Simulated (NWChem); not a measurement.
System: SiN, doublet; SMILES N#[Si]

Input file for NWChem:

```
start job
memory heap 200 mb stack 900 mb global 1100 mb
geometry units angstroms noautosym nocenter noautoz
  Si     0.000000     0.000000    -0.526387
  N      0.000000     0.000000     1.048508
end
basis spherical
  Si library def2-svp
  N library def2-svp
end
dft
  odft
  mult 2
  xc slater vwn_5
  iterations 150
end
tddft
  cis
  nroots 8
end
task tddft energy
```

The geometry was optimised at PBE0/def2-SVP, spin-unrestricted. No stability test was run on the SCF state.

Vertical excitations in the gas phase. Excited states of an open shell can be spin-contaminated.

### Question
What results follow from this input? (LDA (Slater exchange, VWN5)/def2-SVP, spin-unrestricted, TDA.) Quantities: lowest excitation (eV); oscillator strength of that lowest state; lowest state with f > 0.02 (eV); oscillator strength of that bright state; lowest empty minus highest occupied level, either spin (eV).

### Answer
```
Item                                                         Result
-----------------------------------------------------------  ------
lowest excitation (eV)                                         0.56
oscillator strength of that lowest state                      0.001
lowest state with f > 0.02 (eV)                                3.49
oscillator strength of that bright state                      0.022
lowest empty minus highest occupied level, either spin (eV)    0.55
```
